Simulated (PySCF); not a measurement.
C₂H₆N (SMILES [CH2]CN), doublet, at a GFN2-xTB geometry; B3LYP/6-31G* (PySCF).

The PySCF input:
```python
from pyscf import gto, scf, dft

mol = gto.M(
    atom='''
C     1.237515    0.199390   -0.321373
C     0.071361   -0.375611    0.364788
N    -1.180225    0.144522   -0.151643
H     2.224295   -0.116241   -0.049259
H     1.105204    0.902028   -1.117768
H     0.184512   -0.222588    1.462452
H     0.049767   -1.470721    0.229130
H    -1.189510    1.157342   -0.108729
H    -1.965957   -0.204149    0.385192
''',
    basis='6-31g*',
    charge=0,
    spin=1,
    verbose=4,
)

mf = dft.UKS(mol)
mf.xc = 'b3lyp'
mf.kernel()
mf.analyze()
```

It wrote (shortened):

```
PySCF version 2.14.0

[INPUT] verbose = 4
[INPUT] num. atoms = 9
[INPUT] num. electrons = 25
[INPUT] charge = 0
[INPUT] spin (= nelec alpha-beta = 2S) = 1
[INPUT] symmetry False subgroup None
[INPUT] Mole.unit = angstrom
[INPUT] Symbol           X                Y                Z      unit          X                Y                Z       unit  Magmom
[...]
nuclear repulsion = 76.7448407070634
number of shells = 30
number of NR pGTOs = 105
number of NR cGTOs = 54
basis = 6-31g*
ecp = {}

******** <class 'pyscf.dft.uks.UKS'> ********
method = UKS
initial guess = minao
damping factor = 0
level_shift factor = 0
DIIS = <class 'pyscf.scf.diis.CDIIS'>
diis_start_cycle = 1
diis_space = 8
diis_damp = 0
SCF conv_tol = 1e-09
SCF conv_tol_grad = None
SCF max_cycles = 50
direct_scf = True
direct_scf_tol = 1e-13
number electrons alpha = 13  beta = 12
XC library pyscf.dft.libxc version 7.1.2
    S. Lehtola, C. Steigemann, M. J. T. Oliveira, and M. A. L. Marques,  SoftwareX 7, 1–5 (2018)
XC functionals = b3lyp
    P. J. Stephens, F. J. Devlin, C. F. Chabalowski, and M. J. Frisch,  J. Phys. Chem. 98, 11623 (1994)
radial grids:
    Treutler-Ahlrichs [JCP 102, 346 (1995); DOI:10.1063/1.469408] (M4) radial grids

becke partition: Becke, JCP 88, 2547 (1988); DOI:10.1063/1.454033
pruning grids: <function nwchem_prune>
grids dens level: 3
symmetrized grids: False
atomic radii adjust function: <function treutler_atomic_radii_adjust>
small_rho_cutoff = 0
Set gradient conv threshold to 3.16228e-05
tot grids = 100992
init E= -134.59645511074

cycle= 1 E= -134.44906450937  delta_E= 0.147  |g|= 0.286  |ddm|=  1.8
cycle= 2 E= -134.434698805878  delta_E= 0.0144  |g|= 0.349  |ddm|= 0.601
cycle= 3 E= -134.491752377005  delta_E= -0.0571  |g|= 0.0296  |ddm|= 0.33
cycle= 4 E= -134.492094448723  delta_E= -0.000342  |g|= 0.0155  |ddm|= 0.0408
cycle= 5 E= -134.492223099801  delta_E= -0.000129  |g|= 0.00358  |ddm|= 0.0158
cycle= 6 E= -134.492232026037  delta_E= -8.93e-06  |g|= 0.000939  |ddm|= 0.005
cycle= 7 E= -134.492232661242  delta_E= -6.35e-07  |g|= 0.000563  |ddm|= 0.00165
cycle= 8 E= -134.492232833254  delta_E= -1.72e-07  |g|= 0.000111  |ddm|= 0.000583
cycle= 9 E= -134.49223284157  delta_E= -8.32e-09  |g|= 2.63e-05  |ddm|= 0.000163
cycle= 10 E= -134.492232842149  delta_E= -5.79e-10  |g|= 4.62e-06  |ddm|= 5.27e-05
Extra cycle  E= -134.492232842171  delta_E= -2.25e-11  |g|= 2.26e-06  |ddm|= 1.01e-05
converged SCF energy = -134.492232842171  <S^2> = 0.75383719  2S+1 = 2.0038335
[...]
Total Energy =                        -134.492232842171376
[...]
spin_pop of  1 C 3s        0.00006
spin_pop of  1 C 2px      -0.01216
spin_pop of  1 C 2py      -0.01412
spin_pop of  1 C 2pz      -0.01353
spin_pop of  1 C 3px       0.00008
spin_pop of  1 C 3py       0.00032
spin_pop of  1 C 3pz       0.00031
spin_pop of  1 C 3dxy      0.00020
spin_pop of  1 C 3dyz     -0.00001
spin_pop of  1 C 3dz^2     0.00046
spin_pop of  1 C 3dxz      0.00007
spin_pop of  1 C 3dx2-y2    0.00013
spin_pop of  2 N 1s        0.00000
spin_pop of  2 N 2s        0.00062
spin_pop of  2 N 3s        0.00007
spin_pop of  2 N 2px       0.00088
spin_pop of  2 N 2py      -0.00011
spin_pop of  2 N 2pz      -0.00096
spin_pop of  2 N 3px       0.00002
spin_pop of  2 N 3py      -0.00001
spin_pop of  2 N 3pz      -0.00002
spin_pop of  2 N 3dxy     -0.00000
spin_pop of  2 N 3dyz      0.00000
spin_pop of  2 N 3dz^2     0.00003
spin_pop of  2 N 3dxz     -0.00000
spin_pop of  2 N 3dx2-y2   -0.00000
spin_pop of  3 H 1s       -0.02810
spin_pop of  3 H 2s        0.00026
spin_pop of  4 H 1s       -0.02846
spin_pop of  4 H 2s        0.00023
spin_pop of  5 H 1s        0.04431
spin_pop of  5 H 2s        0.00028
spin_pop of  6 H 1s        0.04694
spin_pop of  6 H 2s        0.00027
spin_pop of  7 H 1s        0.00135
spin_pop of  7 H 2s        0.00019
spin_pop of  8 H 1s       -0.00082
spin_pop of  8 H 2s       -0.00001
 ** Mulliken Spin Density (per atom)  **
spin density of  0 C =      1.00937
spin density of  1 C =     -0.04632
spin density of  2 N =      0.00050
spin density of  3 H =     -0.02784
spin density of  4 H =     -0.02822
spin density of  5 H =      0.04458
spin density of  6 H =      0.04721
spin density of  7 H =      0.00154
spin density of  8 H =     -0.00082
 ** Mulliken pop alpha/beta on meta-lowdin orthogonal AOs **
 ** Mulliken pop       alpha | beta **
In total            13.00000 | 12.00000
 ** Mulliken atomic charges   ( Nelec_alpha | Nelec_beta ) **
charge of  0C =     -0.24367  (     3.62652      2.61715 )
charge of  1C =     -0.07262  (     3.01315      3.05947 )
charge of  2N =     -0.47153  (     3.73602      3.73552 )
charge of  3H =      0.10817  (     0.43200      0.45983 )
charge of  4H =      0.11216  (     0.42981      0.45803 )
charge of  5H =      0.07278  (     0.48590      0.44132 )
charge of  6H =      0.10265  (     0.47228      0.42507 )
charge of  7H =      0.19471  (     0.40342      0.40187 )
charge of  8H =      0.19736  (     0.40091      0.40173 )
Dipole moment(X, Y, Z, Debye): -0.15124,  0.38035,  1.31834
```
